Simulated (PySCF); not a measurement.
C6H14S2, SMILES C(CSC)CCSC. Atoms are numbered in the order given.

```xyz
22

C      0.6231     4.6769     0.0000
S     -0.6567     3.3856     0.0000
C      0.4181     1.9062     0.0000
C     -0.4267     0.6353     0.0000
C      0.4267    -0.6353     0.0000
C     -0.4181    -1.9062     0.0000
S      0.6567    -3.3856     0.0000
C     -0.6231    -4.6769     0.0000
H      1.2563     4.6142    -0.8989
H      0.1052     5.6465     0.0000
H      1.2563     4.6142     0.8989
H      1.0698     1.9342     0.8899
H      1.0698     1.9342    -0.8899
H     -1.0886     0.6392    -0.8835
H     -1.0886     0.6392     0.8835
H      1.0886    -0.6392     0.8835
H      1.0886    -0.6392    -0.8835
H     -1.0698    -1.9342     0.8899
H     -1.0698    -1.9342    -0.8899
H     -1.2563    -4.6142     0.8989
H     -0.1052    -5.6465     0.0000
H     -1.2563    -4.6142    -0.8989
```
Charge 0, spin multiplicity 1.

Geometry: B3LYP-D3(BJ)/def2-SVP. The values are those of a single conformer.

Method: r2SCAN/def2-SVP run with PySCF.

Atomic charges (e):

| atom | Löwdin | meta-Löwdin |
|---|---|---|
| C1 | (withheld) | -0.34 |
| S2 | 0.18 | -0.01 |
| C3 | -0.14 | -0.21 |
| C4 | -0.05 | -0.16 |
| C5 | -0.05 | -0.16 |
| C6 | -0.14 | -0.21 |
| S7 | 0.18 | -0.01 |
| C8 | (withheld) | -0.34 |
| H9 | (withheld) | 0.11 |
| H10 | (withheld) | 0.12 |
| H11 | (withheld) | 0.11 |
| H12 | (withheld) | 0.10 |
| H13 | (withheld) | 0.10 |
| H14 | 0.03 | 0.09 |
| H15 | 0.03 | 0.09 |
| H16 | 0.03 | 0.09 |
| H17 | 0.03 | 0.09 |
| H18 | (withheld) | 0.10 |
| H19 | (withheld) | 0.10 |
| H20 | (withheld) | 0.11 |
| H21 | (withheld) | 0.12 |
| H22 | (withheld) | 0.11 |

Problem. Complete the blanks. (The exact figures need the calculation; the answer reports its results.)

Solution. 
- C1, Löwdin: -0.17
- C8, Löwdin: -0.17
- H9, Löwdin: 0.02
- H10, Löwdin: 0.04
- H11, Löwdin: 0.02
- H12, Löwdin: 0.02
- H13, Löwdin: 0.02
- H18, Löwdin: 0.02
- H19, Löwdin: 0.02
- H20, Löwdin: 0.02
- H21, Löwdin: 0.04
- H22, Löwdin: 0.02

Computed Mayer and Wiberg (Löwdin basis) orders of the bonds:
| bond | Mayer | Wiberg |
|---|---|---|
| C1–S2 | 1.01 | 1.15 |
| S2–C3 | 1.00 | 1.12 |
| C3–C4 | 1.06 | 1.06 |
| C4–C5 | 1.08 | 1.03 |
| C5–C6 | 1.06 | 1.06 |
| C6–S7 | 1.00 | 1.12 |
| S7–C8 | 1.01 | 1.15 |
| C1–H9 | 0.97 | 0.98 |
| C1–H10 | 0.97 | 0.98 |
| C1–H11 | 0.97 | 0.98 |
| C3–H12 | 0.94 | 0.95 |
| C3–H13 | 0.94 | 0.95 |
| C4–H14 | 0.94 | 0.93 |
| C4–H15 | 0.94 | 0.93 |
| C5–H16 | 0.94 | 0.93 |
| C5–H17 | 0.94 | 0.93 |
| C6–H18 | 0.94 | 0.95 |
| C6–H19 | 0.94 | 0.95 |
| C8–H20 | 0.97 | 0.98 |
| C8–H21 | 0.97 | 0.98 |
| C8–H22 | 0.97 | 0.98 |
